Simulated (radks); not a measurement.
Valence configurations of Pm (all share [Xe]). Calculated with a radial shooting solver on a logarithmic mesh with Libxc functionals: Dirac Kohn-Sham, PBE, spin-unpolarised, spherical densities, finite nucleus; open shells fill j = l - 1/2 first; Fermi nuclear charge, rms radius 4.962 fm. Energies are relative to 4f5 6s2; eigenvalues in eV.

valence,E (eV),e(4f5/2),e(5d3/2),e(6p1/2),e(6s1/2)
4f5 6s2,0.000,-2.244,-,-,-3.537
4f4 6s2 6p1,4.435,-10.649,-,-2.314,-5.120
4f4 5d1 6s2,2.391,-7.560,-2.932,-,-3.910
4f5 6s1 6p1,2.243,-3.340,-,-1.852,-4.144
4f4.5 6s2 6p0.5,1.283,-6.192,-,-1.846,-4.344
4f5 5d1 6s1,1.775,-1.121,-1.240,-,-3.121
4f4.5 5d0.5 6s2,0.659,-4.754,-2.411,-,-3.742
4f2.5 5d0.5 6s2 6p2,24.003,-24.202,-9.130,-3.233,-6.731
4f3 5d2 6s2,9.567,-13.821,-3.964,-,-4.158

NIST lists [Xe] 4f5 6s2 as the ground configuration; this level of theory agrees among the configurations tried. The energies are those of spherical spin-averaged densities, not of single terms. No valid solution was reached for [Xe] 4f6 6s1.
